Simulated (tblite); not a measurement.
Compound: C8H6O2.
Numbering: `[CH:1]#[C:2]/[CH:3]=[C:4](\[C:5]#[CH:6])[O:7][C:8]([CH3:9])=[O:10]` (hydrogens: H11 on C1; H12 on C3; H13 on C6; H14, H15, H16 on C9)

Computed with GFN2-xTB (tblite), gas phase: Langevin dynamics at 400 K from the optimised GFN2-xTB geometry, time step 0.5 fs, friction 0.01 fs⁻¹, 2000 steps.

Start geometry:
```
atom  x, y, z in Å
C1      3.640    1.318   -0.252
C2      2.451    1.145   -0.218
C3      1.054    1.008   -0.187
C4      0.467   -0.188    0.000
C5      1.225   -1.375    0.173
C6      1.836   -2.398    0.320
O7     -0.893   -0.452    0.049
C8     -1.860    0.474   -0.043
C9     -3.204   -0.194    0.088
O10    -1.689    1.653   -0.194
H11     4.679    1.455   -0.280
H12     0.473    1.907   -0.319
H13     2.391   -3.279    0.446
H14    -3.973    0.455   -0.319
H15    -3.406   -0.365    1.144
H16    -3.199   -1.154   -0.421
```

The statistics below take the 31 frames saved every 25 fs from 250 to 1000 fs; their kinetic temperature (all 3N coordinates) averages 379 K.

Q: Give the mean, spread and extremes of the bond lengths.

A: 
| bond | start (Å) | mean (Å) | standard deviation (Å) | shortest (Å) | longest (Å) |
| --- | --- | --- | --- | --- | --- |
| C1≡C2 | 1.202 | 1.204 | 0.016 | 1.180 | 1.234 |
| C2–C3 | 1.404 | 1.402 | 0.032 | 1.333 | 1.467 |
| C3=C4 | 1.346 | 1.349 | 0.025 | 1.289 | 1.404 |
| C4–C5 | 1.418 | 1.431 | 0.028 | 1.326 | 1.481 |
| C5≡C6 | 1.200 | 1.206 | 0.018 | 1.167 | 1.251 |
| C4–O7 | 1.387 | 1.392 | 0.037 | 1.305 | 1.467 |
| O7–C8 | 1.341 | 1.357 | 0.038 | 1.296 | 1.477 |
| C8–C9 | 1.507 | 1.519 | 0.040 | 1.439 | 1.604 |
| C8=O10 | 1.201 | 1.202 | 0.017 | 1.164 | 1.244 |
| C1–H11 | 1.049 | 1.053 | 0.032 | 1.001 | 1.114 |
| C3–H12 | 1.079 | 1.088 | 0.020 | 1.046 | 1.145 |
| C6–H13 | 1.049 | 1.053 | 0.020 | 1.020 | 1.094 |
| C9–H14 | 1.086 | 1.094 | 0.036 | 1.040 | 1.153 |
| C9–H15 | 1.089 | 1.090 | 0.039 | 1.024 | 1.162 |
| C9–H16 | 1.086 | 1.088 | 0.031 | 1.029 | 1.172 |

Q: Give the same statistics for bond angles, one of each kind among heavy atoms.

A: 
| angle | start (°) | mean (°) | standard deviation (°) | smallest (°) | largest (°) |
| --- | --- | --- | --- | --- | --- |
| C1–C2–C3 | 177.3 | 167.9 | 5.4 | 156.0 | 177.2 |
| C2–C3–C4 | 121.6 | 122.1 | 4.4 | 113.5 | 129.4 |
| C3–C4–C5 | 121.8 | 122.2 | 5.7 | 111.7 | 139.7 |
| C3–C4–O7 | 127.0 | 127.1 | 5.0 | 117.1 | 137.5 |
| C5–C4–O7 | 111.2 | 110.0 | 5.5 | 97.2 | 121.2 |
| C4–C5–C6 | 178.3 | 166.1 | 6.0 | 156.0 | 175.6 |
| C4–O7–C8 | 125.0 | 126.2 | 5.1 | 117.8 | 137.7 |
| O7–C8–C9 | 109.3 | 108.8 | 3.5 | 102.0 | 116.9 |
| O7–C8–O10 | 125.7 | 125.5 | 3.6 | 118.9 | 133.1 |
| C9–C8–O10 | 125.0 | 125.2 | 3.3 | 117.6 | 131.2 |

Q: How far does each atom move about its mean position (frames aligned on the start, all atoms weighted alike), and what rms force does it feel?

A: 
```
atom  rms displacement (Å)  rms force (eV/Å)
  C1                  0.22              2.12
  C2                  0.18              2.14
  C3                  0.15              2.04
  C4                  0.16              2.21
  C5                  0.21              2.09
  C6                  0.25              2.05
  O7                  0.22              1.86
  C8                  0.15              2.13
  C9                  0.13              2.30
 O10                  0.30              1.56
 H11                  0.33              1.24
 H12                  0.27              0.78
 H13                  0.38              0.83
 H14                  0.63              1.31
 H15                  0.70              1.35
 H16                  0.70              1.24
```

The displacements run from 0.13 to 0.70 Å.

The run is classical and short, so these are rough statistics of one trajectory.

What follows is the cost of the whole dynamics run. On Arm Neoverse V1, one thread, shared host with 64 logical CPUs at a one-minute load of 25, this took 14 s of wall time and 0.18 GiB of memory at its peak.
